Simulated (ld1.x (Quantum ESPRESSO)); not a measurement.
What one change does to a pseudopotential (rubidium (Rb), TM)

ld1.x (Quantum ESPRESSO) 7.5 input, shortened:

```
&input
   title='Rb', zed=37., rel=1, dft='PBE', iswitch=3,
   config='[Kr] 4d0 5s0.5 5p0'
 /
 &inputp
   pseudotype=2, tm=.true., lloc=1,
   nlcc=.false.
 /
3
4S  1  0   2.00   0.00  2.25  2.25  0.0
4D  3  2   0.00   0.00  3.90  3.90  0.0
4P  2  1   6.00   0.00  1.60  1.60  0.0
 &test
   configts(1)='4s2 4p6 4d0 5s0.5 5p0'
 /
```

Occupied shells without a wave of their own: 5s. They enter only through the test configuration that unscreens the potential.

All-electron outer shells of the reference configuration (PBE, scalar-relativistic, ld1.x):

```json
{"shell": "3d", "level (eV)": "-106.64", "outermost node (bohr)": "–", "outermost maximum (bohr)": "0.39"}
{"shell": "4s", "level (eV)": "-34.55", "outermost node (bohr)": "0.62", "outermost maximum (bohr)": "1.25"}
{"shell": "4p", "level (eV)": "-18.61", "outermost node (bohr)": "0.64", "outermost maximum (bohr)": "1.42"}
{"shell": "5s", "level (eV)": "-4.12", "outermost node (bohr)": "1.78", "outermost maximum (bohr)": "4.01"}
{"shell": "5p", "level (eV)": "-2.25", "outermost node (bohr)": "2.17", "outermost maximum (bohr)": "5.55"}
{"shell": "4d", "level (eV)": "-1.65", "outermost node (bohr)": "0.70", "outermost maximum (bohr)": "3.50"}
```

Change: core correction a·sin(br)/r model core inside 0.84 bohr (5s counted twice).

Cutoffs: the cutoffs (Ry, on a coarse ladder) from which the occupation-weighted sum of valence levels, in a spherical-Bessel basis at the reference potential, stays within 10 and 1 mRy of its value at 400 Ry; they do not see the model core or the augmentation charge, which bear on the density cutoff. Errors are all-electron minus pseudo energies relative to the spin-unpolarised reference configuration.

Problem. What does the change do?

Solution. The potential gets neither clearly harder nor softer (35 Ry and 70 Ry → 35 Ry and 70 Ry); both files keep a bound ghost (d); the number of tests that count goes from 7 to 6; of the 6 tests that both files solve, the error grows in 3 and shrinks in 2 by more than 15 % and 0.3 meV (median size 60.8 → 81.8 meV). In the changed file ld1.x takes every shell without a wave as core, so the model core holds the 5s electrons as well and exchange and correlation see them twice. This cancels in the reference configuration, but the file is broken for other ones, and its errors say nothing about a proper core correction. A model core, the more so a compact one, raises the density cutoff, which this test does not measure.

```csv
quantity,base,changed
"cutoff, loose",35 Ry,35 Ry
"cutoff, tight",70 Ry,70 Ry
bound ghosts,d,d
"largest miss of a reference level, eV",0.11,0.11
"tests counted (converged, no solver errors)",7 of 7,6 of 7
"error for 4s2 4p6 4d0 5s1 5p0, meV [ΔE -1.58 eV]",+42,+21
"error for 4s2 4p6 4d0 5s0 5p0, meV [ΔE 2.58 eV]",-76,-101
"error for 4s2 4p6 4d1 5s0 5p0, meV [ΔE 0.66 eV]",-46,-90
"error for 4s2 4p6 4d0.5 5s0.5 5p0, meV [ΔE -0.46 eV]",+2.4,-21
"error for 4s2 4p5 4d0 5s1 5p0, meV [ΔE 19.56 eV]",+154,+162
"error for 4s1 4p6 4d0 5s1 5p0, meV [ΔE 36.16 eV]",+97,+73
s: phases at 4.24 bohr within 0.05 rad from the reference energy up to (Ry; the scan ends near 5),-0.5,-0.5
p: phases at 4.24 bohr within 0.05 rad from the reference energy up to (Ry; the scan ends near 5),2.3,2.3
d: phases at 4.24 bohr within 0.05 rad from the reference energy up to (Ry; the scan ends near 5),0.8,0.8
```

Changed file: Tests not counted: 4s2 4p6 4d0 5s0 5p1 (solver errors, printed error -551 eV). These tests converged, but a pseudo level misses the all-electron one widely, so the file describes the atom poorly there or has found another state: 4s2 4p6 4d0 5s0 5p0: empty 5p by 2.5 eV. A true bound ghost makes a file unfit for plane-wave use even where its test errors are small: the radial tests pick states by their node count and pass the ghost by. Where a test does run into it, the solver fails or the error is huge.
